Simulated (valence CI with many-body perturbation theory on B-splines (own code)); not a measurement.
## Pt LXXII: calculated level list

Calculated by valence CI with perturbative core correlation (CI+MBPT): five valence electrons over a frozen Dirac-Fock core [He], a basis of 11 s, 11 p, 10 d, 8 f, 5 g, 2 h functions for each j, with the one-electron correlation potential Σ1 (screened to all orders), the two-electron term Σ2, the three-electron term Σ3, Breit, model QED; selected single and double excitations, second order for the rest, scaled by the run's own slope (own B-spline code, finite nucleus).

No measured spectrum was set against this ion. As an estimate, large intervals hold to a few tenths of a per cent, small ones and those within an open d or f shell to about a per cent. Among the levels kept, up to 7600 cm⁻¹ of a level comes from second order outside the variational space, and about a tenth of that is noise between levels of different J, which matters for small intervals.

Levels 181 to 202 of 202, with energies above the lowest level, (2s^2 2p1/2^2 2p3/2) J=3/2. "Leading %" is the weight of the configuration and term that name the level; weights of strongly mixed levels are sums over their largest components and can fall short. In the jj column 3d3/2^4 stands for four electrons in 3d with j = 3/2. Lifetimes count E1, E2, E3, M1 and M2 decay at the calculated energies, and are blank where another channel may lead or the interval is too uncertain; long ones can be off by a factor of two.

```
No.  Configuration  Term    J  E (eV)  Leading %  Lifetime      g                      Leading jj
181        2s2p³3d   ²D°  3/2   14627         38    416 as  1.112   2s 2p1/2 2p3/2^2 3d3/2 (53 %)
182        2s2p³3d   ²P°  1/2   14632         38    404 as  0.843   2s 2p1/2 2p3/2^2 3d3/2 (92 %)
183        2s2p³3d   ²F°  7/2   14654         54    658 as  1.171   2s 2p1/2 2p3/2^2 3d5/2 (96 %)
184        2s2p³3d   ²S°  1/2   14656         48    562 as  1.351   2s 2p1/2 2p3/2^2 3d5/2 (78 %)
185        2s2p³3d   ²P°  3/2   14660         56    486 as  1.331   2s 2p1/2 2p3/2^2 3d5/2 (95 %)
186        2s2p³3d   ²D°  5/2   14667         54    413 as  1.192   2s 2p1/2 2p3/2^2 3d5/2 (96 %)
187        2s2p³3d   ⁴P°  5/2   14704         31   1.06 fs  1.288   2s 2p1/2 2p3/2^2 3d5/2 (99 %)
188        2s2p³3d   ⁴D°  7/2   14717         53   10.6 fs  1.228   2s 2p1/2 2p3/2^2 3d5/2 (98 %)
189        2s2p³3d   ⁴D°  5/2   14724         38   1.20 fs  1.259   2s 2p1/2 2p3/2^2 3d5/2 (99 %)
190        2s2p³3d   ²G°  9/2   14728         81   23.3 fs  1.114  2s 2p1/2 2p3/2^2 3d5/2 (100 %)
191        2s2p³3d   ²F°  7/2   14733         57   5.39 fs  1.148  2s 2p1/2 2p3/2^2 3d5/2 (100 %)
192        2s2p³3d   ²F°  7/2   14738         49    518 as  1.190   2s 2p1/2 2p3/2^2 3d5/2 (99 %)
193        2s2p³3d   ²D°  3/2   14743         50    481 as  0.997   2s 2p1/2 2p3/2^2 3d5/2 (99 %)
194        2s2p³3d   ²F°  5/2   14746         39   1.65 fs  1.098   2s 2p1/2 2p3/2^2 3d5/2 (99 %)
195        2s2p³3d   ²P°  3/2   14748         37   3.22 fs  1.152   2s 2p1/2 2p3/2^2 3d5/2 (98 %)
196        2s2p³3d   ²S°  1/2   14750         47    448 as  1.308   2s 2p1/2 2p3/2^2 3d5/2 (98 %)
197        2s2p³3d   ²P°  3/2   14761         38    292 as  1.217   2s 2p1/2 2p3/2^2 3d5/2 (98 %)
198        2s2p³3d   ²D°  5/2   14762         44    307 as  1.056   2s 2p1/2 2p3/2^2 3d5/2 (98 %)
199          2p⁴3p   ⁴D°  7/2   14843         66   2.10 fs  1.306    2p1/2^2 2p3/2^2 3p3/2 (98 %)
200          2p⁴3p   ²D°  5/2   14843         50   2.02 fs  1.303    2p1/2^2 2p3/2^2 3p3/2 (98 %)
201          2p⁴3p   ²P°  1/2   14844         50   1.92 fs  1.271    2p1/2^2 2p3/2^2 3p3/2 (98 %)
202          2p⁴3p   ²P°  3/2   14897         47   2.05 fs  1.302    2p1/2^2 2p3/2^2 3p3/2 (98 %)
```
